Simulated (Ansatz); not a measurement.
Ansatz (a first-principles code) input:

Ansatz 0.2 input:
```yaml
crystal:
  periodic: [false, false, false]
  atoms:
    - {symbol: C, position_ang: [2.07542733, 0.84938906, -0.02470499]}
    - {symbol: C, position_ang: [1.17813640, -0.33510109, -0.13244429]}
    - {symbol: C, position_ang: [-0.10918838, -0.03168648, -0.84696193]}
    - {symbol: C, position_ang: [-1.34040597, -0.05003086, -0.34138021]}
    - {symbol: C, position_ang: [-1.75266528, -0.38767215, 1.05764487]}
    - {symbol: H, position_ang: [1.65950491, 1.84162803, 0.08313920]}
    - {symbol: H, position_ang: [3.14696199, 0.72976133, 0.05886137]}
    - {symbol: H, position_ang: [0.96984275, -0.74117639, 0.86727997]}
    - {symbol: H, position_ang: [1.70391315, -1.13911239, -0.66139824]}
    - {symbol: H, position_ang: [0.00678815, 0.25253439, -1.88867149]}
    - {symbol: H, position_ang: [-2.15632028, 0.20959993, -1.01024475]}
    - {symbol: H, position_ang: [-0.90773383, -0.61346549, 1.70633043]}
    - {symbol: H, position_ang: [-2.30673478, 0.44222849, 1.50569983]}
    - {symbol: H, position_ang: [-2.42404669, -1.25138892, 1.06608309]}
basis:
  gaussian:
    orbitals: def2-TZVP
hamiltonian:
  xc: b3lyp
  dispersion: d3bj
magnetization: {spin_polarized: true, initial_magnetization: 1}
phonons: {temperatures: {t_min: 298.15, t_max: 298.15, t_step: 100}}
```

Problem. What final total energy does it print?

Solution. -195.96086 Eh (B3LYP-D3(BJ)/def2-TZVP). The basis has 209 functions.

It need not be the lowest isomer of its formula.
